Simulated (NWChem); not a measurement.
C2H5BO3; SMILES OB(OC=C)O

```xyz
11

C      0.4826     2.1759    -0.0187
C     -0.6755     1.5161     0.0107
O     -0.8985     0.1663     0.0065
B     -0.0054    -0.8726     0.0022
O     -0.5904    -2.1155    -0.0106
O      1.3517    -0.6431     0.0113
H      1.4458     1.6843    -0.0479
H      0.4553     3.2604    -0.0117
H     -1.6271     2.0407     0.0403
H      0.0344    -2.8512    -0.0132
H      1.8897    -1.4456     0.0128
```
Atoms are numbered in this order, from 1.

Level: B3LYP/6-31G* (spherical d) (NWChem), optimised geometry, unscaled harmonic frequencies. B3LYP is NWChem's, with the RPA form of VWN correlation.

```
frequency (cm⁻¹)  IR intensity (km/mol)
----------------  ---------------------
35                                  0.0
131                                11.8
206                                 3.9
325                                 2.0
389                                 3.1
438                                28.6
500                               223.3
610                                 1.4
653                                62.5
733                                 0.0
793                                 4.0
874                                50.9
944                               180.7
994                                45.4
1007                               20.3
1057                              122.7
1247                              114.0
1380                               56.3
1411                              269.4
1448                              340.6
1488                              379.9
1718                              137.1
3190                                6.0
3208                               23.8
3298                                4.8
3800                               19.2
3819                               54.6
```

* **zero-point energy**: 51.0 kcal/mol
* **thermal correction to the enthalpy at 298.15 K (with zero-point energy)**: 55.9 kcal/mol
* **heat capacity Cv**: 23.5 cal/(mol K)
* **entropy at 298.15 K and 1 atm (symmetry number 1)**: 82.1 cal/(mol K)
* **dipole moment**: 3.03 D

Rigid rotor and harmonic oscillator; modes under 100 cm⁻¹ make the entropy uncertain.
